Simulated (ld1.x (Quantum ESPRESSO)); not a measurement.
# An all-electron radial function and its pseudo partner (zinc)

Columns: radius, all-electron u(r) and pseudo u(r) of the 4p shell (level -1.37 eV) of zinc in the configuration [Ar] 3d10 4s1.75 4p0.25; PBEsol, scalar-relativistic, TM scheme, ld1.x (Quantum ESPRESSO) 7.5.

| r (bohr) | all-electron | pseudo |
| --- | --- | --- |
| 0.118 | 0.0976 | 0.0019 |
| 0.235 | 0.0099 | 0.0075 |
| 0.353 | -0.1068 | 0.0169 |
| 0.470 | -0.1615 | 0.0300 |
| 0.588 | -0.1567 | 0.0471 |
| 0.705 | -0.1151 | 0.0678 |
| 0.822 | -0.0555 | 0.0922 |
| 0.940 | 0.0107 | 0.1204 |
| 1.058 | 0.0764 | 0.1518 |
| 1.175 | 0.1377 | 0.1857 |
| 1.292 | 0.1936 | 0.2214 |
| 1.410 | 0.2441 | 0.2583 |
| 1.528 | 0.2886 | 0.2947 |
| 1.645 | 0.3272 | 0.3292 |
| 1.763 | 0.3609 | 0.3612 |
| 1.880 | 0.3896 | 0.3895 |
| 1.998 | 0.4141 | 0.4140 |
| 2.115 | 0.4345 | 0.4345 |
| 2.232 | 0.4513 | 0.4513 |
| 2.350 | 0.4651 | 0.4651 |
| 2.468 | 0.4759 | 0.4759 |
| 2.585 | 0.4839 | 0.4839 |
| 2.702 | 0.4896 | 0.4896 |
| 2.820 | 0.4933 | 0.4933 |
| 2.938 | 0.4950 | 0.4950 |
| 3.055 | 0.4950 | 0.4950 |

Q: How many radial nodes do the two functions have?

A: The all-electron 4p function has n − l − 1 = 2; the pseudo-wave has 0, since the states of the same l below it are removed with the core.

Q: At about which radius was the pseudo-wave matched?

A: 2.35 bohr. The columns agree to 0.0005 from 1.76 bohr on; several derivatives are matched, so the curves merge somewhat inside the radius.

Q: Is the pseudo-wave norm-conserving?

A: Yes: the TM scheme keeps the norm inside the radius equal to the all-electron one, which fixes the energy derivative of the logarithmic derivative at the level.
